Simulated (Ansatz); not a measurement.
`[AlH2][SiH2]C[SiH3]` + CH₃NH₂ → `CN[SiH2][AlH2]` + `C[SiH3]`  (ligand exchange at the Si–C bond)

Isolated molecules relaxed with PBE0-D4/def2-TZVP in Ansatz; ΔE leaves out vibrations. CCSD(T)/CBS is the MP2 limit (def2-TZVPP, def2-QZVPP) plus CCSD(T) − MP2 in def2-TZVPP, frozen cores. This one scheme is used for every species. DFT in def2-TZVPP. One conformer a species, not always the lowest.

| level | ΔE (kJ/mol) |
| --- | --- |
| PBE-D4 | -11.1 |
| r2SCAN-D4 | -17.3 |
| r2SCAN | -18.4 |
| HF/def2-TZVPP | -51.8 |
| MP2/def2-TZVPP | -21.6 |
| SCS-MP2/def2-TZVPP | -28.3 |
| CCSD/def2-TZVPP | -26.1 |
| MP2/def2-QZVPP | -21.4 |

Task: What does CCSD(T)/CBS give? (Best estimate.)

Result: Computed: -20.7 kJ/mol. The listed levels differ from it by 9.6, 3.4, 2.3, -31.1, -0.9, -7.6, -5.4, -0.7 kJ/mol.

Largest T1 diagnostic among the species: 0.012.

The D4 term adds +8.2 kJ/mol with B3LYP and +4.3 kJ/mol with PBE0; it sums over pairs of atoms, weighted by their polarisabilities, and B3LYP, whose exchange is more repulsive, gets the larger term. In def2-TZVPP, CCSD(T) changes the Hartree–Fock value by +30.2 kJ/mol (the triples alone add +4.6 kJ/mol) and MP2 by +30.1 kJ/mol.

B3LYP here is the variant with VWN-RPA as its local correlation; programs differ in this.
